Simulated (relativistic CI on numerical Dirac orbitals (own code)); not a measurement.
Os³⁺: 4f photoemission

Computed with this model: Dirac-Coulomb-Breit CI, KLI orbitals optimised for each configuration, model QED (radiative potential, 1s self-energy scaled to tabulated hydrogen-like ionisation energies), valence Slater integrals scaled by 0.7, multiplet model of photoemission in the sudden approximation; configurations [Xe] 4f14 5d5 → [Xe] 4f13 5d5; 300 K; Lorentzian 0.35 eV and Gaussian 0.5 eV FWHM. Energies are those of the free ion, without screening or charge transfer. The energies are binding energies and can lie tens of eV above those of solids. S is read from ⟨S²⟩ = S(S + 1).

Field parameters in Wybourne normalisation: Td as Oh with Dq negative (B⁴₀ = 21Dq, B⁴₄ = √(5/14) B⁴₀). The field is a parameter set, without covalency.

free ion: ground-state S = 2.37, centroid 92.67 eV. Peaks (eV, height): 91.3 (100), 94.0 (52).

Td, 10Dq = -15900 cm⁻¹: ground-state S = 1.16, centroid 92.77 eV. Peaks (eV, height): 91.4 (100), 94.5 (53).

Strongest unbroadened transitions for free ion:

| Energy (eV) | Relative strength |
| --- | --- |
| 91.04 | 100.0 |
| 91.25 | 84.8 |
| 91.38 | 68.6 |
| 91.53 | 52.2 |
| 91.62 | 34.0 |
| 91.99 | 22.1 |
| 93.67 | 7.5 |
| 93.69 | 6.2 |
| 93.70 | 22.0 |
| 93.83 | 24.4 |
| 93.87 | 18.9 |
| 94.07 | 15.9 |
| 94.17 | 30.3 |
| 94.42 | 19.1 |
| 94.45 | 11.5 |
| 94.59 | 18.4 |
| 95.08 | 17.3 |
| 95.35 | 8.4 |
